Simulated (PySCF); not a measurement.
## Static response to an electric field

C5H8BFSi.
Structure used (GFN2-xTB), in Å, numbered top down from 1:
```
atom  x, y, z in Å
C1    -1.599   -2.046    0.711
C2    -1.629   -0.789    0.268
C3    -2.883   -0.101   -0.189
C4    -0.456   -0.007    0.224
C5     0.543    0.689    0.180
B6     1.770    1.522    0.120
Si7    3.381    0.838   -0.759
F8     4.538    1.982   -0.749
H9    -2.495   -2.639    0.778
H10   -0.683   -2.508    1.039
H11   -3.733   -0.775   -0.127
H12   -3.075    0.775    0.430
H13   -2.772    0.237   -1.218
H14    1.732    2.589    0.610
H15    3.287    0.524   -2.189
H16    4.066   -0.281   -0.100
```

Level: wB97X-D/def2-SVPD (PySCF), static field, nuclei fixed, core orbitals frozen in the response. The polarisability tensor in these axes (au):

```
x   139.61  29.67  -8.88
y    29.67 111.85  -8.17
z    -8.88  -8.17  76.36
```

**Question.** Diagonalise the tensor; give its mean and Δα, where Δα² is half the sum of the squared differences of the eigenvalues.

**Answer.** Principal values 74.43, 93.21 and 160.17 au; mean 109.27 au = 16.19 Å³ = 18.02 × 10⁻⁴⁰ C²·m²/J; Δα = 78.06 au (71 % of the mean).

**Question.** What is the dipole moment, and where does it point?

**Answer.** (-3.84, -1.94, 0.40) D, 4.32 D in size, pointing from the negative to the positive side. Measured along this direction, the outermost atoms are F8 at the negative end and H11 at the positive end.

**Question.** Rayleigh depolarisation ratio (linearly polarised light, static tensor)?

**Answer.** ρ = 3Δα²/(45ᾱ² + 4Δα²) = 18281.6/(537323 + 24375.5) = 0.0325.

**Question.** Molar refractivity from α?

**Answer.** Lorentz–Lorenz: R = (4π/3)N_A α = 2.5225 cm³/(mol·Å³) × 16.19 Å³ = 40.8 cm³/mol, in the limit of long wavelengths.

**Question.** What are the principal values of the traceless quadrupole moment, Θ = ½Σq(3rr − r²1), about the centre of nuclear charge?

**Answer.** -5.34, -0.29, 5.63 D·Å. The values depend on the origin, since the dipole doesn't vanish. The electronic extent ⟨r²⟩ about the same centre is 2237 bohr², a root-mean-square distance of 3.08 Å for the 66 electrons.

**Question.** How large is μ²/3kT at 400 K beside α?

**Answer.** In Gaussian units μ²/3kT = 112.60 Å³ against 16.19 Å³, a ratio of 6.95; the Debye molar polarisation (4π/3)N_A(α + μ²/3kT) is 324.9 cm³/mol, leaving out the vibrational part.

**Question.** What would n − 1 = 2πNα be for an ideal gas of these molecules at 500 K and 1 atm, electronic part alone?

**Answer.** N = p/kT = 1.4678 × 10¹⁹ cm⁻³, so n − 1 = 2π × N × 16.19 × 10⁻²⁴ cm³ = 1493 × 10⁻⁶ at long wavelengths, for an ideal gas.

Geometry: GFN2-xTB, one conformer, isolated molecule.

The run behind these numbers computed excited states as well. The run took 99 s wall on Arm Neoverse N1, one thread (shared host), and the process peaked at 1.0 GiB of memory.
